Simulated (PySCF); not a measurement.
**Aluminium: a sound run and one with changed settings**

Sound run: Al⁺ [Ne] 3s2, Al²⁺ [Ne] 3s1. Computed with PySCF 2.14 in def2-TZVP (5s5p2d1f, 37 functions), with the non-relativistic Hamiltonian (point nucleus). In the sound run the correlated levels freeze [Ne]. The sound run starts from symmetry-adapted Hartree-Fock orbitals and uses a fine grid where one is needed.

Changed run: initial guess sap, at most 50 SCF cycles, level shift 0.5 hartree.

| species | method | sound run (hartree) | changed run (hartree) | converged |
| --- | --- | --- | --- | --- |
| Al⁺ | UHF | -241.66873 | -241.66873 | yes |
| Al⁺ | MN15 | -242.05153 | -242.05153 | yes |
| Al⁺ | M06-L | -242.13213 | -242.13213 | yes |
| Al⁺ | MP2 | -241.69600 | -241.68381 | yes |
| Al⁺ | CCSD(T) | -241.70808 | -241.70808 | yes |
| Al²⁺ | UHF | -241.02454 | -241.02454 | yes |
| Al²⁺ | MN15 | -241.36646 | -241.36646 | yes |
| Al²⁺ | M06-L | -241.44542 | -241.44542 | yes |

Ionisation energy of Al⁺:

```csv
method,sound run (eV),changed run (eV)
UHF,17.529,17.529
MN15,18.642,18.642
M06-L,18.686,18.686
MP2,18.271,17.940
SCS-MP2,18.420,18.022
CCSD,18.600,18.600
CCSD(T),18.600,18.600
CCSDT,18.600,18.600
FCI,18.600,18.600
```

A level shift leaves the converged SCF energy unchanged but raises the virtual orbital energies, which shrinks MP2 if it is not removed.

For comparison, NIST gives 18.829 eV between the lowest levels.
